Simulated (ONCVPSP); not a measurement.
Before and after: ONCV potential for hydrogen

* Element: hydrogen (H)
* Generator: ONCVPSP 4.0.1
* Type: optimised norm-conserving Vanderbilt (ONCV)
* Functional: PBE
* Relativity: scalar-relativistic
* Frozen core: none
* Valence charge: 1
* Reference configuration: 1s1
* Partial waves: 1s: rc 1.45 bohr, ncon 3, nbas 6, qcut 10.5 1/bohr, 2 projectors, debl 2.9 Ha; p scattering state at 0.1 Ha: rc 1.45 bohr, ncon 4, nbas 9, qcut 6 1/bohr, local
* Local potential: the p channel
* Core correction: none

Change: all radii scaled by about 0.87 (s 1.26, p 1.26 bohr).

Cutoffs: the cutoffs (Ha) at which the residual kinetic energy of the hardest occupied pseudo-wave falls to 1 and 0.1 mHa per electron; they do not see the model core or the augmentation charge, which bear on the density cutoff. Errors are all-electron minus pseudo energies relative to the spin-unpolarised reference configuration.

**Question.** How do hardness, ghosts and transferability respond?

**Answer.** The potential gets harder (16 Ha and 23 Ha → 19 Ha and 28 Ha); neither file shows a bound ghost. A smaller radius makes the pseudo-wave follow the all-electron one further in, where it bends more sharply, so more plane waves are needed.

```tsv
quantity	base	changed
cutoff, loose	16 Ha	19 Ha
cutoff, tight	23 Ha	28 Ha
bound ghosts	none	none
GHOST(+) flags under 300 eV	none	none
error for 1s0.5, meV [ΔE 4.76 eV]	+1.9	+1.0
```
